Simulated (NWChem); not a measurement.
The numbers come from NWChem runs, not from measurements. System: O$_{2}$Zr, charge 0, spin multiplicity 1, at a geometry optimised with PBE/def2-SVP with def2 effective core potentials on Zr. The structure started from a generated list of species. Level: RHF/def2-SVPD with def2 effective core potentials on Zr.

The NWChem input:

```
start mol
memory heap 200 mb stack 900 mb global 1100 mb
geometry units angstroms nocenter noautoz
  Zr     0.000000     0.000000     0.303869
  O     -1.428716     0.000000    -0.759673
  O      1.428716     0.000000    -0.759673
  symmetry group C2v
end
basis spherical
  * library def2-svpd
end
ecp
  Zr library def2-ecp
end
scf
  rhf
  nopen 0
  maxiter 100
  thresh 1e-7
  semidirect memsize 60000000 filesize 0
end
task scf energy
```

Part of the output:

```
             Northwest Computational Chemistry Package (NWChem) 7.3.0
             --------------------------------------------------------

                                NWChem Input Module
                                -------------------

 Scaling coordinates for geometry "geometry" by  1.889725989
 (inverse scale =  0.529177249)

 Turning off AUTOSYM since
 SYMMETRY directive was detected!

                             Geometry "geometry" -> ""
                             -------------------------

 Output coordinates in angstroms (scale by  1.889725989 to convert to a.u.)

  No.       Tag          Charge          X              Y              Z
 ---- ---------------- ---------- -------------- -------------- --------------
    1 Zr                  40.0000     0.00000000     0.00000000     0.30386900
    2 O                    8.0000    -1.42871600     0.00000000    -0.75967300
    3 O                    8.0000     1.42871600     0.00000000    -0.75967300

 Effective nuclear repulsion energy (a.u.)     201.9998280950

            Nuclear Dipole moment (a.u.)
            ----------------------------
        X                 Y               Z
 ---------------- ---------------- ----------------
     0.0000000000     0.0000000000    -0.0000151178

      Symmetry information
      --------------------

 Group name             C2v
 Group number             16
 Group order               4
 No. of unique centers     2

      Symmetry unique atoms

     1    2


 Summary of "ao basis" -> "" (spherical)
 ------------------------------------------------------------------------------
       Tag                 Description            Shells   Functions and Types
 ---------------- ------------------------------  ------  ---------------------
 *                         def2-svpd                  on all atoms

 Summary of "ao basis" -> "ao basis" (spherical)
 ------------------------------------------------------------------------------
       Tag                 Description            Shells   Functions and Types
 ---------------- ------------------------------  ------  ---------------------
 Zr                        def2-svpd                12       34   5s4p2d1f
 O                         def2-svpd                 9       23   4s3p2d

                                 NWChem SCF Module
                                 -----------------

  ao basis        = "ao basis"
  functions       =    80
  atoms           =     3
  closed shells   =    14
  open shells     =     0
  charge          =   0.00
  wavefunction    = RHF
  use symmetry    = T
  symmetry adapt  = T

 Summary of "ao basis" -> "ao basis" (spherical)
 ------------------------------------------------------------------------------
       Tag                 Description            Shells   Functions and Types
 ---------------- ------------------------------  ------  ---------------------
 Zr                        def2-svpd                12       34   5s4p2d1f
 O                         def2-svpd                 9       23   4s3p2d

      Symmetry analysis of basis
      --------------------------

        a1         31
        a2         10
        b1         24
        b2         15

 Forming initial guess at       0.1s

      Superposition of Atomic Density Guess
      -------------------------------------

 Sum of atomic energies:        -202.88787580

      Non-variational initial energy
      ------------------------------

 Total energy =    -195.514576
 1-e energy   =    -419.686317
[...]
                 7     -196.1372445454  7.22D-09  1.72D-09      1.3

       Final RHF  results
       ------------------

         Total SCF energy =   -196.137244545366
      One-electron energy =   -424.080790332500
      Two-electron energy =    159.046937716266
 Nuclear repulsion energy =     68.896608070869

        Time for solution =      0.6s

       Symmetry analysis of molecular orbitals - final
       -----------------------------------------------

  Numbering of irreducible representations:

     1 a1          2 a2          3 b1          4 b2

  Orbital symmetries:

     1 b1          2 a1          3 a1          4 b1          5 a1
     6 b2          7 a1          8 b1          9 a1         10 b1
    11 a2         12 b2         13 a1         14 b1         15 a1
    16 b2         17 a1         18 b1         19 a1         20 b2
    21 a1         22 b1         23 a2         24 b2

             Final eigenvalues
             -----------------

              1
    1  -20.4841
    2  -20.4841
    3   -2.5603
    4   -1.5857
    5   -1.5690
    6   -1.5410
    7   -1.1021
    8   -1.0850
    9   -0.4788
   10   -0.4604
   11   -0.4316
   12   -0.4139
   13   -0.4104
   14   -0.3870
   15   -0.0467
   16    0.0111
   17    0.0403
   18    0.0469
   19    0.0859
   20    0.0943
   21    0.1062
   22    0.1366
   23    0.1479
   24    0.2087

                       ROHF Final Molecular Orbital Analysis
                       -------------------------------------

 Vector   12  Occ=2.000000D+00  E=-4.139011D-01  Symmetry=b2
              MO Center= -4.2D-14, -2.4D-15, -6.3D-01, r^2= 2.6D+00
   Bfn.  Coefficient  Atom+Function         Bfn.  Coefficient  Atom+Function
  ----- ------------  ---------------      ----- ------------  ---------------
    40      0.378699  2 O  py                63      0.378699  3 O  py
    43      0.297959  2 O  py                66      0.297959  3 O  py
    19     -0.256265  1 Zr d -1               7     -0.168369  1 Zr py

 Vector   13  Occ=2.000000D+00  E=-4.104331D-01  Symmetry=a1
              MO Center= -1.0D-14,  5.1D-16, -6.0D-01, r^2= 2.8D+00
   Bfn.  Coefficient  Atom+Function         Bfn.  Coefficient  Atom+Function
  ----- ------------  ---------------      ----- ------------  ---------------
    39      0.398651  2 O  px                62     -0.398651  3 O  px
    42      0.285175  2 O  px                65     -0.285175  3 O  px
     2     -0.261170  1 Zr s                 22      0.215310  1 Zr d  2
     8      0.211166  1 Zr pz                20      0.210236  1 Zr d  0
     4      0.207423  1 Zr s

 Vector   14  Occ=2.000000D+00  E=-3.870076D-01  Symmetry=b1
              MO Center= -3.2D-14, -6.7D-18, -6.9D-01, r^2= 2.8D+00
   Bfn.  Coefficient  Atom+Function         Bfn.  Coefficient  Atom+Function
  ----- ------------  ---------------      ----- ------------  ---------------
    41      0.405833  2 O  pz                64     -0.405833  3 O  pz
    44      0.313684  2 O  pz                67     -0.313684  3 O  pz
     6      0.207152  1 Zr px

 Vector   15  Occ=0.000000D+00  E=-4.673164D-02  Symmetry=a1
              MO Center=  8.7D-15,  5.4D-14,  1.9D+00, r^2= 5.4D+00
   Bfn.  Coefficient  Atom+Function         Bfn.  Coefficient  Atom+Function
  ----- ------------  ---------------      ----- ------------  ---------------
     5      0.818751  1 Zr s                 14      0.431892  1 Zr pz
     4      0.375122  1 Zr s                  8     -0.181149  1 Zr pz
     3     -0.177196  1 Zr s                  2     -0.172429  1 Zr s
    38     -0.170790  2 O  s                 61     -0.170790  3 O  s
    17      0.160830  1 Zr pz

 Vector   16  Occ=0.000000D+00  E= 1.113158D-02  Symmetry=b2
              MO Center=  5.5D-13, -1.7D-14,  1.0D+00, r^2= 8.8D+00
   Bfn.  Coefficient  Atom+Function         Bfn.  Coefficient  Atom+Function
  ----- ------------  ---------------      ----- ------------  ---------------
    13      0.886642  1 Zr py                19      0.280059  1 Zr d -1
    24      0.250358  1 Zr d -1               7     -0.186148  1 Zr py
    16      0.173419  1 Zr py                46     -0.164035  2 O  py
    69     -0.164035  3 O  py

 Vector   17  Occ=0.000000D+00  E= 4.025656D-02  Symmetry=a1
              MO Center= -1.5D-14, -5.3D-14,  4.9D-01, r^2= 6.8D+00
   Bfn.  Coefficient  Atom+Function         Bfn.  Coefficient  Atom+Function
  ----- ------------  ---------------      ----- ------------  ---------------
    14      0.867536  1 Zr pz                17     -0.400286  1 Zr pz
    27      0.369200  1 Zr d  2               4      0.354243  1 Zr s
    22      0.300461  1 Zr d  2              20      0.293848  1 Zr d  0
    25      0.263005  1 Zr d  0              47     -0.247527  2 O  pz
    70     -0.247527  3 O  pz                38     -0.218159  2 O  s

 center of mass
 --------------
 x =   0.00000000 y =   0.00000000 z =   0.04677766

 moments of inertia (a.u.)
 ------------------
          95.305171204899           0.000000000000           0.000000000000
           0.000000000000         328.490533302721           0.000000000000
           0.000000000000           0.000000000000         233.185362097822

  Mulliken analysis of the total density
  --------------------------------------

    Atom       Charge   Shell Charges
 -----------   ------   -------------------------------------------------------
    1 Zr  12    10.16  -0.47  1.60  0.89  0.11 -0.00  5.82  0.20 -0.02 -0.02  1.83  0.08  0.15
    2 O    8     8.92   1.99  1.09  0.80  0.07  2.72  1.98  0.25  0.01  0.01
    3 O    8     8.92   1.99  1.09  0.80  0.07  2.72  1.98  0.25  0.01  0.01

       Multipole analysis of the density wrt the origin
       ------------------------------------------------

     L   x y z        total         open         nuclear
     -   - - -        -----         ----         -------
     0   0 0 0      0.000000      0.000000     28.000000

     1   1 0 0     -0.000000      0.000000      0.000000
     1   0 1 0      0.000000      0.000000      0.000000
     1   0 0 1      3.834112      0.000000    -16.078431

     2   2 0 0    -34.746585      0.000000    116.629784
     2   1 1 0      0.000000      0.000000      0.000000
     2   1 0 1     -0.000000      0.000000      0.000000
     2   0 2 0    -19.504858      0.000000      0.000000
     2   0 1 1     -0.000000      0.000000      0.000000
     2   0 0 2    -22.246798      0.000000     36.930824

 Task  times  cpu:        1.3s     wall:        1.3s

 Total times  cpu:        1.3s     wall:        1.3s
```
